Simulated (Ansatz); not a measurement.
Consider the atomization: `B[S][AlH][NH2]` → Al• + B• + 5 H• + N• + S•.

Computed with Ansatz on PBE0-D4/def2-TZVP structures; ΔE is electronic, products minus reactants. CCSD(T)/CBS is the MP2 limit (def2-TZVPP, def2-QZVPP) plus CCSD(T) − MP2 in def2-TZVPP, frozen cores. This one scheme is used for every species, atoms too. DFT in def2-TZVPP. Open shells (•) are unrestricted, without spin–orbit coupling. Spin–orbit coupling would lower the free atoms: a little for Al, B, S. Each species was taken in one conformer, which may not be the lowest.

| level | ΔE (kJ/mol) |
| --- | --- |
| LDA (SPW92) | 3336.4 |
| r2SCAN0 | 2934.1 |

Question: What does CCSD(T)/CBS give? (Best estimate.)

Answer: Ansatz gave: +2965.8 kJ/mol. The listed levels differ from it by 370.6, -31.7 kJ/mol.

Question: What do rigid-rotor, harmonic-oscillator terms from PBE0-D4/def2-TZVP frequencies (298.15 K, 1 bar) make of the CCSD(T)/CBS value? (An estimate is asked.)

Answer: Computed: ΔZPE = -146.6 kJ/mol, ΔH = +2854.2 kJ/mol, ΔS = 875 J/(mol·K), ΔG = +2593.4 kJ/mol. Open shells count their whole term as degenerate. Modes under 50 cm⁻¹ make the entropy rough.

Largest T1 diagnostic among the species: 0.018.

From r2SCAN to r2SCAN0 (25 % exact exchange), in def2-TZVPP and without D4, ΔE moves by −42.3 kJ/mol: exact exchange takes away binding that semilocal exchange gives to molecules. At CCSD(T), def2-SVP lies −197.8 kJ/mol from the extrapolated value and def2-TZVPP −87.0 kJ/mol: correlation converges slowly with the basis, and small sets miss more of it in the bonded molecule than in its fragments.

For atomizations the MP2-based limit and the directly extrapolated one differ by several kJ/mol either way, and by 10 to 25 for some Ge, Se and Sn compounds, so smaller differences from it don't rank the levels.
